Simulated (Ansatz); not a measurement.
The cluster Ga2Cl3. The state is a doublet with charge 0. Geometry r2SCAN-D4/def2-SVP.

```xyz
5

Ga    0.2336   -1.5592   -0.7797
Ga    0.2337    0.6665    0.4146
Cl   -1.6095   -2.2921   -1.6631
Cl    0.9978    2.4451   -0.5441
Cl    0.1443    0.7397    2.5723
```

The structure comes from a short search, and lower isomers may exist.

(1) Estimate the α-spin orbital energies around the gap (eV) in Ansatz with PBE-D4/def2-TZVP, PBE-D4/def2-TZVPD, BLYP-D4/def2-TZVP, r2SCAN-D4/def2-TZVP, r2SCAN0-D4/def2-TZVP.

Results:

(1) 
```json
{"orbital": "HOMO−13", "PBE-D4/def2-TZVP": "-20.06", "PBE-D4/def2-TZVPD": "-20.13", "BLYP-D4/def2-TZVP": "-19.90", "r2SCAN-D4/def2-TZVP": "-20.93", "r2SCAN0-D4/def2-TZVP": "-23.35"}
{"orbital": "HOMO−12", "PBE-D4/def2-TZVP": "-19.94", "PBE-D4/def2-TZVPD": "-20.00", "BLYP-D4/def2-TZVP": "-19.77", "r2SCAN-D4/def2-TZVP": "-20.79", "r2SCAN0-D4/def2-TZVP": "-23.21"}
{"orbital": "HOMO−11", "PBE-D4/def2-TZVP": "-19.68", "PBE-D4/def2-TZVPD": "-19.74", "BLYP-D4/def2-TZVP": "-19.51", "r2SCAN-D4/def2-TZVP": "-20.54", "r2SCAN0-D4/def2-TZVP": "-22.94"}
{"orbital": "HOMO−10", "PBE-D4/def2-TZVP": "-12.10", "PBE-D4/def2-TZVPD": "-12.16", "BLYP-D4/def2-TZVP": "-11.92", "r2SCAN-D4/def2-TZVP": "-12.54", "r2SCAN0-D4/def2-TZVP": "-13.94"}
{"orbital": "HOMO−9", "PBE-D4/def2-TZVP": "-10.90", "PBE-D4/def2-TZVPD": "-10.96", "BLYP-D4/def2-TZVP": "-10.70", "r2SCAN-D4/def2-TZVP": "-11.30", "r2SCAN0-D4/def2-TZVP": "-12.62"}
{"orbital": "HOMO−8", "PBE-D4/def2-TZVP": "-9.39", "PBE-D4/def2-TZVPD": "-9.45", "BLYP-D4/def2-TZVP": "-9.17", "r2SCAN-D4/def2-TZVP": "-9.79", "r2SCAN0-D4/def2-TZVP": "-11.05"}
{"orbital": "HOMO−7", "PBE-D4/def2-TZVP": "-8.79", "PBE-D4/def2-TZVPD": "-8.84", "BLYP-D4/def2-TZVP": "-8.58", "r2SCAN-D4/def2-TZVP": "-9.18", "r2SCAN0-D4/def2-TZVP": "-10.44"}
{"orbital": "HOMO−6", "PBE-D4/def2-TZVP": "-8.40", "PBE-D4/def2-TZVPD": "-8.46", "BLYP-D4/def2-TZVP": "-8.21", "r2SCAN-D4/def2-TZVP": "-8.79", "r2SCAN0-D4/def2-TZVP": "-10.08"}
{"orbital": "HOMO−5", "PBE-D4/def2-TZVP": "-8.29", "PBE-D4/def2-TZVPD": "-8.35", "BLYP-D4/def2-TZVP": "-8.10", "r2SCAN-D4/def2-TZVP": "-8.67", "r2SCAN0-D4/def2-TZVP": "-9.91"}
{"orbital": "HOMO−4", "PBE-D4/def2-TZVP": "-8.23", "PBE-D4/def2-TZVPD": "-8.29", "BLYP-D4/def2-TZVP": "-8.04", "r2SCAN-D4/def2-TZVP": "-8.62", "r2SCAN0-D4/def2-TZVP": "-9.91"}
{"orbital": "HOMO−3", "PBE-D4/def2-TZVP": "-7.93", "PBE-D4/def2-TZVPD": "-7.99", "BLYP-D4/def2-TZVP": "-7.74", "r2SCAN-D4/def2-TZVP": "-8.31", "r2SCAN0-D4/def2-TZVP": "-9.58"}
{"orbital": "HOMO−2", "PBE-D4/def2-TZVP": "-7.75", "PBE-D4/def2-TZVPD": "-7.81", "BLYP-D4/def2-TZVP": "-7.57", "r2SCAN-D4/def2-TZVP": "-8.11", "r2SCAN0-D4/def2-TZVP": "-9.39"}
{"orbital": "HOMO−1", "PBE-D4/def2-TZVP": "-7.74", "PBE-D4/def2-TZVPD": "-7.80", "BLYP-D4/def2-TZVP": "-7.55", "r2SCAN-D4/def2-TZVP": "-8.11", "r2SCAN0-D4/def2-TZVP": "-9.27"}
{"orbital": "HOMO", "PBE-D4/def2-TZVP": "-5.54", "PBE-D4/def2-TZVPD": "-5.60", "BLYP-D4/def2-TZVP": "-5.37", "r2SCAN-D4/def2-TZVP": "-5.91", "r2SCAN0-D4/def2-TZVP": "-6.76"}
{"orbital": "LUMO", "PBE-D4/def2-TZVP": "-3.39", "PBE-D4/def2-TZVPD": "-3.44", "BLYP-D4/def2-TZVP": "-3.23", "r2SCAN-D4/def2-TZVP": "-3.35", "r2SCAN0-D4/def2-TZVP": "-2.70"}
{"orbital": "LUMO+1", "PBE-D4/def2-TZVP": "-2.90", "PBE-D4/def2-TZVPD": "-2.98", "BLYP-D4/def2-TZVP": "-2.75", "r2SCAN-D4/def2-TZVP": "-2.85", "r2SCAN0-D4/def2-TZVP": "-2.23"}
{"orbital": "LUMO+2", "PBE-D4/def2-TZVP": "-1.93", "PBE-D4/def2-TZVPD": "-2.07", "BLYP-D4/def2-TZVP": "-1.81", "r2SCAN-D4/def2-TZVP": "-1.70", "r2SCAN0-D4/def2-TZVP": "-0.99"}
{"orbital": "LUMO+3", "PBE-D4/def2-TZVP": "0.22", "PBE-D4/def2-TZVPD": "-0.33", "BLYP-D4/def2-TZVP": "0.35", "r2SCAN-D4/def2-TZVP": "0.58", "r2SCAN0-D4/def2-TZVP": "1.25"}
{"orbital": "LUMO+4", "PBE-D4/def2-TZVP": "0.58", "PBE-D4/def2-TZVPD": "-0.10", "BLYP-D4/def2-TZVP": "0.74", "r2SCAN-D4/def2-TZVP": "0.90", "r2SCAN0-D4/def2-TZVP": "1.54"}
{"orbital": "LUMO+5", "PBE-D4/def2-TZVP": "0.89", "PBE-D4/def2-TZVPD": "0.09", "BLYP-D4/def2-TZVP": "0.99", "r2SCAN-D4/def2-TZVP": "1.41", "r2SCAN0-D4/def2-TZVP": "1.94"}
{"orbital": "β HOMO", "PBE-D4/def2-TZVP": "-7.57", "PBE-D4/def2-TZVPD": "-7.63", "BLYP-D4/def2-TZVP": "-7.41", "r2SCAN-D4/def2-TZVP": "-7.88", "r2SCAN0-D4/def2-TZVP": "-8.91"}
{"orbital": "β LUMO", "PBE-D4/def2-TZVP": "-4.74", "PBE-D4/def2-TZVPD": "-4.80", "BLYP-D4/def2-TZVP": "-4.74", "r2SCAN-D4/def2-TZVP": "-4.46", "r2SCAN0-D4/def2-TZVP": "-3.74"}
```
